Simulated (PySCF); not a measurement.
## Static response to an electric field

Species: BH2(OEt), C2H7BO.
Cartesian coordinates in Å at the PBE0-D3(BJ)/def2-SVP level; atoms count from 1:
```xyz
11
C2H7BO angstrom
B      0.889    1.482   -0.937
H      1.996    1.150   -0.560
H      0.712    2.279   -1.829
O     -0.203    0.966   -0.361
C     -0.154    0.009    0.681
C     -0.709   -1.315    0.211
H      0.886   -0.100    1.037
H     -0.756    0.405    1.515
H     -0.765   -2.026    1.048
H     -1.722   -1.183   -0.200
H     -0.075   -1.753   -0.574
```

Level: CAM-B3LYP/def2-SVPD (PySCF), static field, nuclei fixed, core orbitals frozen in the response. The polarisability tensor in these axes (au):

```
x   45.13  4.37 -2.39
y    4.37 47.30 -5.83
z   -2.39 -5.83 44.78
```

Question: What are the eigenvalues, a third of the trace, and Δα (Δα² = ½Σ(αi − αj)² over the three pairs)?

Answer: Principal values 39.84, 42.80 and 54.57 au; mean 45.73 au = 6.78 Å³ = 7.54 × 10⁻⁴⁰ C²·m²/J; Δα = 13.50 au (30 % of the mean).

Question: What is the dipole moment, and where does it point?

Answer: (-0.02, -1.31, 1.24) D, 1.80 D in size, pointing from the negative to the positive side. Measured along this direction, the outermost atoms are H3 at the negative end and H9 at the positive end.

Question: What depolarisation ratio follows for Rayleigh scattering of linearly polarised light, taking the static tensor?

Answer: ρ = 3Δα²/(45ᾱ² + 4Δα²) = 546.4/(94123 + 728.5) = 0.00576.

Question: Give the principal axes and the span of the nuclei along them.

Answer: Largest value along (0.46, 0.71, -0.53), where the nuclei span 5.27 Å; middle along (0.85, -0.18, 0.50), 2.63 Å; least along (-0.26, 0.68, 0.68), 3.08 Å. The strongest response lies along the longest span, while the other two are in reverse order.

Question: What would n − 1 = 2πNα be for an ideal gas of these molecules at 298.15 K and 1 atm, electronic part alone?

Answer: N = p/kT = 2.4615 × 10¹⁹ cm⁻³, so n − 1 = 2π × N × 6.78 × 10⁻²⁴ cm³ = 1048 × 10⁻⁶ at long wavelengths.

Question: How large is μ²/3kT at 350 K beside α?

Answer: In Gaussian units μ²/3kT = 22.44 Å³ against 6.78 Å³, a ratio of 3.31; the Debye molar polarisation (4π/3)N_A(α + μ²/3kT) is 73.7 cm³/mol, leaving out the vibrational part.

Isolated species at its PBE0-D3(BJ)/def2-SVP geometry (one conformer only).
